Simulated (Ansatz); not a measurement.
Start from `NC(=O)[SiH3]` and change one atom or group to get `O=C([SiH3])S[SiH3]`.

Ansatz, PBE0-D4/def2-TZVP geometries, multiplicity 1. Each molecule was computed in one conformer, which needn't be the lowest.

```
                                          property  `NC(=O)[SiH3]`
    size of the dipole moment (PBE/def2-TZVPP) / D            3.41
                LUMO energy (PBE0/def2-TZVPP) / eV           -0.32
               LUMO energy (B3LYP/def2-TZVPP) / eV           -0.55
size of the dipole moment (ωB97M-V/def2-TZVPP) / D            3.59
             HOMO–LUMO gap (B3LYP/def2-TZVPP) / eV            6.36
               HOMO energy (B3LYP/def2-TZVPP) / eV           -6.91
```

(1) What does the change do to each property? (Best estimate.)

Answers

(1) Computed: 
| property | `O=C([SiH3])S[SiH3]` | shift |
| --- | --- | --- |
| size of the dipole moment (PBE/def2-TZVPP) / D | 0.86 | -2.55 |
| LUMO energy (PBE0/def2-TZVPP) / eV | -1.61 | -1.29 |
| LUMO energy (B3LYP/def2-TZVPP) / eV | -1.81 | -1.26 |
| size of the dipole moment (ωB97M-V/def2-TZVPP) / D | 1.03 | -2.56 |
| HOMO–LUMO gap (B3LYP/def2-TZVPP) / eV | 5.43 | -0.93 |
| HOMO energy (B3LYP/def2-TZVPP) / eV | -7.23 | -0.32 |

With PBE0 the HOMO falls by 0.34 eV and the LUMO falls by 1.29 eV, so the gap narrows by about 0.95 eV. PBE moves the HOMO by -0.45 eV and ωB97M-V by -0.21 eV. Dipoles are sizes alone; their direction can turn.

B3LYP here is the variant with VWN-RPA as its local correlation; programs differ in this.
